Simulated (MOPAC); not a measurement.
A run for MOPAC: PM7 on H2OSTe (SMILES O[Te]S), a point of a torsion scan.

```
PM7 1SCF PRECISE CHARGE=0 THREADS=1
H2OSTe

O     -1.11589904 1     0.52167466 1    -0.40558389 1
Te    -0.61489051 1    -1.37898133 1    -0.69653429 1
S     -0.40091051 1    -1.26995925 1    -3.05613219 1
H     -2.06412648 1     0.65934219 1    -0.43984357 1
H     -1.64419556 1    -1.60851856 1    -3.39556270 1
```

Program output:

```
*******************************************************************************
 **                                                                           **
 **                              MOPAC v23.2.5                                **
 **                                                                           **
 *******************************************************************************
 ** MOPAC's Digital Object Identifier: https://doi.org/10.5281/zenodo.6511958 **
 **                                                                           **
 ** Please cite the open-source release paper for use of this MOPAC version:  **
 ** J. E. Moussa and J. J. P. Stewart (2026)                                  **
 ** MOPAC: An open-source semiempirical molecular orbital program             **
 ** J. Open Source Softw., 11(119), 8025, https://doi.org/10.21105/joss.08025 **
 *******************************************************************************

                              PM7 CALCULATION RESULTS

 *******************************************************************************
 *  PM7        - The PM7 Hamiltonian to be used
 *
 *
 *
 *                 CHARGE ON SYSTEM = 0
 *
 *
 *
 *  PRECISE    - TIGHTER CRITERIA TO BE USED
 *  1SCF       - DO 1 SCF AND THEN STOP
 *  THREADS=1  - MULTI-THREADING NOT USED
 *  T=         - A TIME OF 172800.0 SECONDS REQUESTED
 *  DUMP=N     - RESTART FILE WRITTEN EVERY 7200.0 SECONDS REQUESTED
 *******************************************************************************
PM7 1SCF PRECISE CHARGE=0 THREADS=1
 H2OSTe

   ATOM   CHEMICAL          X               Y               Z
  NUMBER   SYMBOL      (ANGSTROMS)     (ANGSTROMS)     (ANGSTROMS)

     1       O         -1.11589904  *   0.52167466  *  -0.40558389  *
     2      Te         -0.61489051  *  -1.37898133  *  -0.69653429  *
     3       S         -0.40091051  *  -1.26995925  *  -3.05613219  *
     4       H         -2.06412648  *   0.65934219  *  -0.43984357  *
     5       H         -1.64419556  *  -1.60851856  *  -3.39556270  *



          CARTESIAN COORDINATES

    NO.       ATOM           X           Y           Z

     1         O         -1.1159      0.5217     -0.4056
     2        Te         -0.6149     -1.3790     -0.6965
     3         S         -0.4009     -1.2700     -3.0561
     4         H         -2.0641      0.6593     -0.4398
     5         H         -1.6442     -1.6085     -3.3956

 General Reference for PM7:
 "Optimization of Parameters for Semiempirical Methods VI: More Modifications to the
 NDDO Approximations and Re-optimization of Parameters", J. J. P. Stewart, J. Mol. Mod., 1:32, 19 (2013)
 https://link.springer.com/article/10.1007/s00894-012-1667-x

           Empirical Formula: H2 O Te S  =     5 atoms



      MOLECULAR POINT GROUP   :   C1


      RHF CALCULATION, NO. OF DOUBLY OCCUPIED LEVELS = 10


 -------------------------------------------------------------------------------
 PM7 1SCF PRECISE CHARGE=0 THREADS=1
 H2OSTe



     1SCF WAS SPECIFIED, SO BFGS WAS NOT USED
     SCF FIELD WAS ACHIEVED


                              PM7 CALCULATION
                                                       MOPAC v23.2.5 Linux




          FINAL HEAT OF FORMATION =        -15.85313 KCAL/MOL =     -66.32948 KJ/MOL


          COSMO AREA              =        111.65 SQUARE ANGSTROMS
          COSMO VOLUME            =        100.13 CUBIC ANGSTROMS

          IONIZATION POTENTIAL    =          8.283616 EV
          HOMO LUMO ENERGIES (EV) =         -8.284 -1.039
          NO. OF FILLED LEVELS    =         10
          MOLECULAR WEIGHT        =        177.6752         POINT GROUP:  C1

          MOLECULAR DIMENSIONS (Angstroms)

            Atom       Atom       Distance
            H     5    H     4     3.74911
           Te     2    H     4     1.94122
            S     3   Te     2     1.01065


          SCF CALCULATIONS        =          1





   ATOM   CHEMICAL          X               Y               Z
  NUMBER   SYMBOL      (ANGSTROMS)     (ANGSTROMS)     (ANGSTROMS)

     1       O         -1.11589904  *   0.52167466  *  -0.40558389  *
     2      Te         -0.61489051  *  -1.37898133  *  -0.69653429  *
     3       S         -0.40091051  *  -1.26995925  *  -3.05613219  *
     4       H         -2.06412648  *   0.65934219  *  -0.43984357  *
     5       H         -1.64419556  *  -1.60851856  *  -3.39556270  *

                             CARTESIAN COORDINATES

   1    O       -1.115899040     0.521674660    -0.405583890
   2   Te       -0.614890510    -1.378981330    -0.696534290
   3    S       -0.400910510    -1.269959250    -3.056132190
   4    H       -2.064126480     0.659342190    -0.439843570
   5    H       -1.644195560    -1.608518560    -3.395562700


           Empirical Formula: H2 O Te S  =     5 atoms



      MOLECULAR POINT GROUP   :   C1


                  EIGENVALUES
 -47.11811 -27.53091 -25.16338 -16.15507 -14.01455 -12.99163 -12.25245 -10.47183
  -9.88891  -8.28362  -1.03850  -0.57510  -0.25361  -0.23210  -0.10083   0.36170
   0.67858   2.88246   5.74523


              NET ATOMIC CHARGES AND DIPOLE CONTRIBUTIONS

  ATOM NO.   TYPE          CHARGE      No. of ELECS.   s-Pop       p-Pop       d-Pop
    1          O          -0.680386        6.6804     1.89613     4.78425
    2         Te           0.564252        5.4357     1.93283     3.50292
    3          S          -0.374878        6.3749     1.90857     4.28560     0.18070
    4          H           0.318046        0.6820     0.68195
    5          H           0.172965        0.8270     0.82703
 DIPOLE           X         Y         Z       TOTAL
 POINT-CHG.    -1.817    -3.485     1.448     4.188
 HYBRID        -0.598     0.857    -1.082     1.504
 SUM           -2.415    -2.628     0.365     3.587


          ATOMIC ORBITAL ELECTRON POPULATIONS

     Atom    s        px        py        pz      x^2-y^2     xz        z^2       yz        xy
    1  O   1.89613   1.41239   1.40476   1.96710
    2 Te   1.93283   1.82937   0.79456   0.87899
    3  S   1.90857   1.26255   1.91592   1.10713   0.05122   0.05320   0.04281   0.01249   0.02100
    4  H   0.68195
    5  H   0.82703

 **********************
 *                    *
 * JOB ENDED NORMALLY *
 *                    *
 **********************




 == MOPAC DONE ==
```

The run finished.

Cost: about 0.020 core-seconds (a rough figure).
